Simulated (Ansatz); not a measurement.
## Four-centre ligand exchange

Start structure (C2H10Ge, closed shell), relaxed at PBE0-D4/def2-TZVP:

```xyz
13
angstrom
Ge -0.5830 -0.6771 0.4533
C 0.0903 0.8392 1.4864
H 0.4812 -1.7961 0.4233
H -1.8464 -1.2480 1.1323
C -1.0091 -0.1296 -1.3739
H 2.8861 0.1371 -1.1569
H 2.5925 -0.4692 -0.8350
H 0.9946 1.2386 1.0247
H -0.6587 1.6319 1.5253
H 0.3269 0.5362 2.5071
H -1.7697 0.6529 -1.3658
H -1.3873 -0.9740 -1.9515
H -0.1175 0.2581 -1.8692
```

The step: C₂H₈Ge ([CH3][GeH2][CH3]) + H₂ → CH₆Ge ([CH3][GeH3]) + CH₄; bonds formed: Ge1–H7, C2–H6; bonds broken: Ge1–C2, H6–H7. Program: Ansatz 0.2.0. Basis: def2-TZVPP and def2-QZVPP. Cores are frozen in the correlated methods. Filled d shells of the heavier atoms are correlated. The def2 sets are not built for correlating such inner shells, so the correlated values are less sure here. Extrapolation: Hartree–Fock as exp(−7.88 √X), correlation as X^−2.97. Energies below are by CCSD(T) at an estimated basis limit (MP2 extrapolated from triple and quadruple zeta, plus CCSD(T) − MP2 in triple zeta).

(1) What are the electronic barrier and the energy of the step, from the start structure to the end structure? (To be estimated.)

The T1 diagnostic stays at or below 0.011.

## Answers

(1) By the calculation: Barrier 3.477 eV; step energy -0.401 eV (downhill); reverse barrier, their difference, 3.878 eV. Barrier and step energy count from the start structure, the reverse barrier from the end structure.

The saddle point: One imaginary mode of 1779i cm⁻¹.
```
  pair  start (Å)  saddle (Å)  end (Å)
Ge1–H7       3.43        1.89     1.54
 C2–H6       3.91        1.38     1.09
Ge1–C2       1.95        2.30     3.95
 H6–H7       0.75        1.15     3.26
```

Zero-point energy (harmonic, PBE0-D4): ZPE is 2.718 eV at the start and 2.747 eV at the saddle, so the barrier goes from 3.477 to 3.506 eV.

Labels in which every atom is bracketed show which atoms are joined, not bond orders.

For scale, one of the runs: CCSD(T)/def2-TZVPP, 250 basis functions, launched by `ansatz run in.yaml --threads 8 --pin off --events-out ev --progress --plain --max-ram 19148MiB`. Hardware: 8 CPU threads of an Intel Xeon 6975P-C, shared host. Wall time 19 s; peak host memory 5.8 GiB.
